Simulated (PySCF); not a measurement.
B3LYP has the VWN-RPA correlation part, as in Gaussian. 

```xyz
4

F      1.5476    -0.6658     0.2982
Ga    -0.0133     0.1029     0.1064
F     -1.3294    -1.0266     0.3433
H     -0.2050     1.5895    -0.2295
```

Charge 0, multiplicity 1.

Question: Give the Mulliken and meta-Löwdin atomic charges from B3LYP-D3(BJ)/def2-TZVP in PySCF.

Answer: 
```csv
atom,Mulliken (e),meta-Löwdin (e)
F1,-0.37,-0.49
Ga2,0.78,1.04
F3,-0.37,-0.49
H4,-0.03,-0.05
```
